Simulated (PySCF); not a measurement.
A calculated (r2SCAN, PySCF 2.14, x2c-TZVPPall, the spin-free X2C one-electron Hamiltonian (Gaussian nucleus)) atom or ion has these occupied shells.

```csv
shell,electrons,orbital energy (eV),"rms radius, mean of both spins (bohr)"
1s α,1,-73723.1,0.0201
1s β,1,-73723.1,0.0201
2s α,1,-12883.1,0.0810
2s β,1,-12882.6,0.0810
2p α,3,-11260.7,0.0738
2p β,3,-11260.4,0.0738
3s α,1,-3025.9,0.207
3s β,1,-3025.9,0.207
3p α,3,-2544.9,0.209
3p β,3,-2544.8,0.209
3d α,5,-1986.7,0.191
3d β,5,-1986.5,0.191
4s α,1,-661.22,0.459
4s β,1,-660.82,0.459
4p α,3,-501.79,0.489
4p β,3,-501.43,0.489
4d α,5,-297.76,0.526
4d β,5,-297.33,0.526
5s α,1,-115.10,1.07
5s β,1,-112.09,1.07
5p α,3,-74.499,1.23
4f α,7,-73.867,0.617
4f β,7,-73.137,0.617
5p β,3,-70.470,1.23
5d α,5,-27.441,1.77
6s α,1,-23.394,2.77
```

**Question.** Name the element and its charge.

**Answer.** Os²⁺ (osmium, charge +2), in [Xe] 4f14 5d5 6s1, high-spin 7S determinant (an excited configuration).
